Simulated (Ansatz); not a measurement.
Molecule: C2F5 (charge 0, doublet). It need not be the lowest isomer of its formula. 
Structure (B3LYP-D3(BJ)/def2-TZVP (Ansatz, an electronic-structure program) minimum search):
```
C
F 1 1.3353
F 1 1.3353 2 109.29
F 1 1.3472 2 108.06 3 117.37
C 1 1.5180 2 109.84 4 122.07
F 5 1.3204 1 114.39 2 174.49
F 5 1.3204 6 112.11 1 -132.36
```
Charge 0, spin multiplicity 2.

Computed values are from Ansatz. Valence correlation only, unless marked. UHF or UKS for open shells. No spin-orbit coupling. Non-relativistic. CBS marks a two-point X^-3 extrapolation of the correlation energy; Hartree-Fock from the larger set. The bracket is a focal-point correction in the basis named.

```yaml
atomisation energy De: 2767.7 kJ/mol at RI-MP2/CBS(cc-pVTZ,cc-pVQZ)+[CCSD(T)-MP2]/cc-pVTZ
total_energy: -574.9663 Eh at RI-MP2/CBS(cc-pVTZ,cc-pVQZ)+[CCSD(T)-MP2]/cc-pVTZ
dipole_moment: 0.50 D at wB97M-V/def2-TZVPD
T1 diagnostic: 0.014 at CCSD/cc-pVTZ
```
